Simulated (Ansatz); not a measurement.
`[CH3][SnH2][SeH]` + H₂ → `[CH3][SnH3]` + H₂Se at 700 K and 1 bar (hydrogenolysis of the Sn–Se bond).

Calculated with Ansatz (gas phase, PBE0-D4/def2-TZVP geometries, no zero-point term in ΔE). CCSD(T)/CBS adds triple-zeta CCSD(T) − MP2 to the extrapolated MP2 energy (def2 sets, frozen cores). This one scheme is used for every species. def2 core potentials past Kr. For Se, Sn outer-core shells are correlated without core-valence functions, which leaves a few kJ/mol of doubt a bond. Scalar relativity is left out up to krypton. One conformer a species, not always the lowest.

| species | CCSD(T)/CBS energy (Eh) | H − E (kJ/mol) | S (J/(mol·K)) |
| --- | --- | --- | --- |
| `[CH3][SnH2][SeH]` | -2656.41290 | 222.6 | 465.0 |
| H₂ | -1.17544 | 46.8 | 155.3 |
| `[CH3][SnH3]` | -255.66383 | 202.9 | 368.5 |
| H₂Se | -2401.89790 | 61.1 | 251.1 |

H − E and S are ideal-gas, rigid-rotor, harmonic terms from PBE0-D4/def2-TZVP, for one conformer and one mirror image of each species. For small species the MP2-based limit differs from directly extrapolated CCSD(T) by up to some mEh (0.8 for H₂); such offsets cancel only in part. 1 Eh = 2625.50 kJ/mol, R = 8.31446 J/(mol·K).

**Question.** By hand: ΔE, ΔH, ΔS and ΔG.

**Answer.** ΔE = (-255.66383) + (-2401.89790) − (-2656.41290) − (-1.17544) = 0.02661 Eh = 69.9 kJ/mol. Δ(H − E) = 202.9 + 61.1 − 222.6 − 46.8 = -5.4, so ΔH = 64.5 kJ/mol. ΔS = 368.5 + 251.1 − 465.0 − 155.3 = -0.7 J/(mol·K). ΔG = 64.5 − 700 × (-0.7)/1000 = 65.0 kJ/mol.

**Question.** By hand: the equilibrium constant, and the temperature at which ΔG would vanish if ΔH and ΔS stayed fixed.

**Answer.** log₁₀ K = −ΔG/(RT ln 10) = -4.9. ΔH and −TΔS have one sign here, so there is no such temperature.

The number of gas molecules stays the same, so ΔS is small and ΔH decides. A doubt of 5 kJ/mol in ΔE shifts log₁₀ K by 0.4 here. Other conformers and mirror images would add mixing entropy, several J/(mol·K) or more a flexible species. These are equilibria of isolated gas molecules and say nothing of rates. Largest T1 diagnostic: 0.012 (customary marks: 0.02 for closed shells, 0.045 for open ones).

ΔS is within the doubt of such terms, so its sign, and with it that verdict, could turn.
